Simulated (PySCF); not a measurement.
# An isoelectronic set: 84 electrons

r²SCAN in PySCF with def2-SVP on every atom (core potentials on Sn, Te, I), for the lowest determinant that a PBE0 search found; no spin–orbit coupling. All have 84 electrons, 10 of them in the valence shells, and the same state, a singlet (closed shell). For ions De leads to the atom and ion picked by measured ionisation energies and electron affinities.

```tsv
species	difference of nuclear charges	Re (Å)	ωe (cm⁻¹)	k (mdyn/Å)	De (eV)	dissociates to	Mayer bond order
SnSe	16	2.347	332	3.11	4.66	Sn + Se	2.38
GeTe	20	2.352	330	3.03	4.46	Ge + Te	2.47
GaI	22	2.583	222	1.30	3.87	Ga + I	1.17
SnBr⁺	15	2.429	297	2.47	3.97	Sn⁺ + Br	1.57
GeI⁺	21	2.410	303	2.52	4.05	Ge⁺ + I	1.89
```

Spin–orbit coupling is left out, which matters for elements this heavy, above all for dissociation energies. For an ion De counts to the pair picked by the measured ionisation energies or electron affinities, which need not be the lowest pair at this level.
